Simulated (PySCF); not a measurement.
Partial charges of `CC#C[Si@@H]1NC[C@@H](CF)N1`

C₆H₁₁FN₂Si.
Structure used (GFN2-xTB), in Å, numbered top down from 1:
```xyz
21
C6H11FN2Si angstrom
C      4.5149   -0.4413   -0.7925
C      3.1938    0.0009   -0.4023
C      2.0921    0.3524   -0.0654
Si     0.4143    0.9727    0.3967
N     -0.2408   -0.0763    1.5977
C     -1.6300   -0.3651    1.3313
C     -1.7859   -0.3700   -0.1951
C     -3.2271   -0.0762   -0.6175
F     -3.6627    1.1229   -0.1139
N     -0.8716    0.6240   -0.6920
H      5.1035   -0.6820    0.0926
H      4.4418   -1.3292   -1.4202
H      5.0223    0.3449   -1.3512
H      0.4312    2.4172    0.6498
H     -0.0233   -0.0033    2.5771
H     -2.2959    0.3975    1.7574
H     -1.9066   -1.3383    1.7510
H     -1.5423   -1.3734   -0.5872
H     -3.3091   -0.0060   -1.7071
H     -3.9077   -0.8453   -0.2369
H     -0.8199    0.6909   -1.6930
```

Density: PBE0/pcSseg-1 (PySCF); schemes: Mulliken, IAO, Hirshfeld and ESP-fitted. Isolated species at its GFN2-xTB geometry (one conformer only). GFN2-xTB frequencies show an imaginary mode (35i cm⁻¹), so this geometry is no minimum at that level.

Q: At which atom do the 4 schemes differ most?

A: At Si4: from +0.420 (Hirshfeld) to +1.152 e (IAO), 0.732 e apart.

Q: Which atoms carry the lowest charge in the Mulliken, IAO, Hirshfeld and ESP-fitted schemes?

A: The schemes don't all agree: Mulliken N5 (-0.664); IAO N10 (-0.692); Hirshfeld N5 (-0.252); ESP-fitted N10 (-0.796).

Q: Give the atomic charges in each scheme.

A: In e:

| atom | environment | Mulliken | IAO | Hirshfeld | ESP-fitted |
| --- | --- | --- | --- | --- | --- |
| C1 | propargylic carbon | -0.160 | -0.439 | -0.094 | -0.591 |
| C2 | alkyne carbon | -0.141 | +0.003 | -0.029 | +0.345 |
| C3 | alkyne carbon | -0.400 | -0.407 | -0.194 | -0.669 |
| Si4 | SiH silicon | +0.965 | +1.152 | +0.420 | +1.030 |
| N5 | silicon-bound nitrogen | -0.664 | -0.687 | -0.252 | -0.763 |
| C6 | sp3 carbon bound to nitrogen | +0.040 | -0.147 | -0.030 | +0.150 |
| C7 | sp3 carbon bound to nitrogen | -0.145 | -0.007 | +0.011 | +0.145 |
| C8 | sp3 C–F carbon | +0.239 | +0.038 | +0.020 | -0.165 |
| F9 | alkyl fluorine | -0.335 | -0.325 | -0.116 | -0.181 |
| N10 | silicon-bound nitrogen | -0.648 | -0.692 | -0.250 | -0.796 |
| H11 | methyl hydrogen | +0.153 | +0.175 | +0.064 | +0.195 |
| H12 | methyl hydrogen | +0.152 | +0.174 | +0.063 | +0.194 |
| H13 | methyl hydrogen | +0.151 | +0.173 | +0.062 | +0.187 |
| H14 | Si–H hydrogen | -0.127 | -0.167 | -0.088 | -0.182 |
| H15 | N–H hydrogen | +0.187 | +0.257 | +0.116 | +0.340 |
| H16 | methylene hydrogen | +0.117 | +0.123 | +0.025 | +0.038 |
| H17 | methylene hydrogen | +0.117 | +0.135 | +0.039 | +0.036 |
| H18 | methine hydrogen | +0.112 | +0.115 | +0.032 | +0.059 |
| H19 | methylene hydrogen | +0.100 | +0.135 | +0.043 | +0.143 |
| H20 | methylene hydrogen | +0.097 | +0.133 | +0.043 | +0.107 |
| H21 | N–H hydrogen | +0.187 | +0.256 | +0.115 | +0.378 |

Mean size of the charges over all atoms: ESP-fitted 0.319 e, IAO 0.273 e, Mulliken 0.249 e, Hirshfeld 0.100 e. Each set sums to the total charge, 0, to within 0.001 e. The IAO scheme counts the electrons in orthogonalised intrinsic atomic orbitals, a minimal basis polarised so that it spans the occupied orbitals exactly. The Mulliken scheme gives each basis function's population to the atom it is centred on and halves the overlap population of two atoms between them.

Q: How closely do the schemes follow one another over all atoms?

A: Correlation coefficient and root-mean-square difference: IAO with Hirshfeld 0.99, 0.246 e; Mulliken with Hirshfeld 0.97, 0.204 e; Mulliken with IAO 0.96, 0.108 e; IAO with ESP-fitted 0.94, 0.148 e; Hirshfeld with ESP-fitted 0.93, 0.295 e; Mulliken with ESP-fitted 0.87, 0.207 e.

Q: How many electrons does the IAO scheme count on Si4?

A: Z − q = 14 − (+1.152) = 12.848.

Q: Sum the charges by element, for elements with more than one atom.

A: 
```csv
element,atoms,Mulliken,IAO,Hirshfeld,ESP-fitted
C,6,-0.566,-0.960,-0.315,-0.784
N,2,-1.312,-1.379,-0.502,-1.559
H,11,+1.248,+1.511,+0.513,+1.494
```
